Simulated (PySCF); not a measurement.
C3H6FNSi, SMILES F[C@H]1C[SiH2]C=N1.

Coordinates come from a PBE-D3(BJ)/def2-SVP optimisation. The structure was generated by enumeration; whether it is a known compound was not checked. One conformer was computed; it need not be the lowest.

Two levels are set side by side: PBE/def2-TZVP (PySCF) and r2SCAN/def2-TZVP (PySCF). Same geometry, gas phase. Differences are taken from unrounded values.

| quantity | r2SCAN |
|---|---|
| orbital gap (eV) | 4.17 |
| highest occupied level (eV) | -6.35 |
| lowest empty level (eV) | -2.18 |
| dipole moment (D) | 2.86 |
| mean polarisability (bohr³) | 68.0 |

Task: What does PBE give, and how far is it from r2SCAN? (The exact figures need the calculation; the answer reports its results.)

Result: 
| quantity | PBE | PBE minus r2SCAN |
|---|---|---|
| orbital gap (eV) | 3.74 | -0.43 |
| highest occupied level (eV) | -6.09 | 0.27 |
| lowest empty level (eV) | -2.35 | -0.17 |
| dipole moment (D) | 2.71 | -0.16 |
| mean polarisability (bohr³) | 69.8 | 1.8 |

Rough cost on one machine, each run with all the roots and properties that it gave: r2SCAN against PBE about 3 times.
